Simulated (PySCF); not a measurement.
## Dipole response of Mo²⁺ (molybdenum, charge +2)

[Kr] 4d4, high-spin 5D determinant. All numbers are calculated (PySCF 2.14, the spin-free X2C one-electron Hamiltonian (Gaussian nucleus), in aug-cc-pVTZ-DK (9s8p6d3f2g, 102 functions)). Coupled (time-dependent) response in atomic units; α is the mean over directions.

```json
{"method": "PBE0", "mean α (bohr³)": "9.965", "α xx, yy, zz": "9.438, 9.438, 11.02", "C₆ (like pair)": "52.99", "S(−4)": "39.19"}
```

S(−4) is the Cauchy moment in α(ω) = α(0) + S(−4) ω² + …

Spin-orbit coupling is absent.

α(iu) at PBE0:

```tsv
u (hartree)	α(iu) (bohr³)
0	9.965
0.0500	9.869
0.100	9.600
0.200	8.740
0.300	7.768
0.500	6.118
0.750	4.678
1.00	3.684
1.50	2.430
2.00	1.699
3.00	0.9434
5.00	0.4044
```

A single London oscillator, α(iu) = α/(1 + u²/ω²), gives C₆ = (3/4) ω α². Matching the computed C₆ needs ω = 4 × 52.99 / (3 × 9.965²) = 0.712 hartree.

For an ion, C₆ is the dispersion term alone; charge-induced terms of lower order in 1/R come first.

The components differ because the open shell of this determinant is not spherical; for a pure term their mean is the scalar polarisability.
